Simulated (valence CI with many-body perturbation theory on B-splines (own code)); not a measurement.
Ni⁵⁺: calculation against measured levels

Method: valence CI with perturbative core correlation (CI+MBPT): five valence electrons over a frozen Dirac-Fock core [Ar], a basis of 7 s, 7 p, 8 d, 6 f, 4 g, 1 h functions for each j, with the one-electron correlation potential Σ1 (screened to all orders), the two-electron term Σ2, the three-electron term Σ3, Breit, model QED; selected single and double excitations, second order for the rest, scaled by the run's own slope (own B-spline code, finite nucleus).

Set against measurement, 33 paired levels are off by 2573 cm⁻¹ on average, the worst by 7640. These come from a selection out of Corliss and Sugar, J. Phys. Chem. Ref. Data 10, 197 (1981). Levels without a partner in it may be off by more, other configurations by 1,000 to 8,000 cm⁻¹. Among the levels kept, up to 1600 cm⁻¹ of a level comes from second order outside the variational space, and about a tenth of that is noise between levels of different J, which matters for small intervals. Only levels of the ground parity were solved; by the run's estimate the other parity begins above the list, which can be wrong where configurations are misplaced.

Measured levels: Corliss and Sugar, J. Phys. Chem. Ref. Data 10, 197 (1981). Pairs share parity and J, and are chosen by configuration, term and nearness in energy; levels without a clear partner are left out. Some J values that the scan of the source had lost were assigned by a fit. Energies in cm⁻¹ above the measured ground level. The last column is blank where CI alone has no clear partner.

Names give the largest LS component (configuration and term), which can be under half, so a name can repeat, a term be missing and a line seem to break the LS rules; names also repeat where a configuration has a term twice. Letters in brackets count levels of one name in rising energy.

```csv
Computed label,Label in the source,Measured,Computed,Difference,"CI alone, difference"
3d⁵ ⁶S_5/2,3d5 6S,0,0.0,0,0
3d⁵ ⁴G_11/2,3d5 4G,41920.9,40807.6,-1113,+365
3d⁵ ⁴P_5/2,3d5 4P,45884.2,45866.8,-17,+299
3d⁵ ⁴P_3/2,3d5 4P,46104.4,46091.7,-13,+235
3d⁵ ⁴P_1/2,3d5 4P,46324.8,46335.0,+10,+182
3d⁵ ⁴D_7/2,3d5 4D,50331,49825.5,-506,+919
3d⁵ ²I_11/2,3d5 2I,61196,58965.7,-2230,-93
3d⁵ ²I_13/2,3d5 2I,61279.5,59036.5,-2243,+9
3d⁵ ²D_5/2 [a],3d5 2D3,64152.4,63757.1,-395,+786
3d⁵ ²D_3/2 [a],3d5 2D3,65173.5,64802.3,-371,+799
3d⁵ ²F_7/2 [a],3d5 2F1,67085.1,66500.3,-585,
3d⁵ ²F_5/2 [a],3d5,69447,68823.6,-623,-72
3d⁵ ²H_9/2,3d5 2H,72908.8,71487.8,-1421,-182
3d⁵ ²H_11/2,3d5 2H,73756.6,72241.8,-1515,-440
3d⁵ ²G_7/2 [a],3d5 2G2,74627.7,73367.4,-1260,+911
3d⁵ ²G_9/2 [a],3d5 2G2,75441.7,74104.9,-1337,+565
3d⁵ ²F_5/2 [b],3d5 2F2,79391.4,78471.4,-920,+1298
3d⁵ ²F_7/2 [b],3d5 2F2,79608.3,78683.4,-925,+1115
3d⁵ ²S_1/2,3d5 2S,86532.1,86173.8,-358,+1911
3d⁵ ²D_3/2 [b],3d5 2D2,96461.2,95978.2,-483,+662
3d⁵ ²D_5/2 [b],3d5 2D2,96566.5,96060.8,-506,+648
3d⁵ ²P_3/2,3d5 2P,129951.6,129400.5,-551,+1013
3d⁵ ²P_1/2,3d5 2P,130025.9,129472.6,-553,+1023
3d⁵ ²D_5/2 [c],3d5 2D1,140922.2,140441.7,-481,-322
3d⁵ ²D_3/2 [c],3d5 2D1,141006.8,140510.8,-496,-365
3d⁴4s ⁶D_1/2,3d4(5D) 4s 6D,295882.7,288796.8,-7086,-54606
3d⁴4s ⁶D_3/2,3d4(5D) 4s 6D,296198.1,289103.2,-7095,-54629
3d⁴4s ⁶D_5/2,3d4(5D) 4s 6D,296696.7,289597.4,-7099,-54644
3d⁴4s ⁶D_7/2,3d4(5D) 4s 6D,297350.5,290247.7,-7103,-54639
3d⁴4s ⁶D_9/2,3d4(5D) 4s 6D,298130.5,291017.6,-7113,-54631
3d⁴4s ⁴D_1/2,3d4(5D) 4s 4D,307843.9,300242.3,-7602,-55741
3d⁴4s ⁴D_3/2,3d4(5D) 4s 4D,308323.8,300708.1,-7616,-55778
3d⁴4s ⁴D_5/2,3d4(5D) 4s 4D,309054.9,301424.2,-7631,-55802
3d⁴4s ⁴D_7/2,3d4(5D) 4s 4D,309977.1,302337.6,-7640,-55789
```

Over 33 excited levels the mean absolute difference is 2573 cm⁻¹, the median 925 and the largest 7640. For the 32 levels that pair on every rung the mean is CI alone 15952, + Σ1 13965, + Σ2 3354, + Σ3 2681, + Breit 2668, + QED 2635. The comparison draws on a selection of the measured levels: 34 of the 46 computed ones have a partner in it, and others may be off by more.
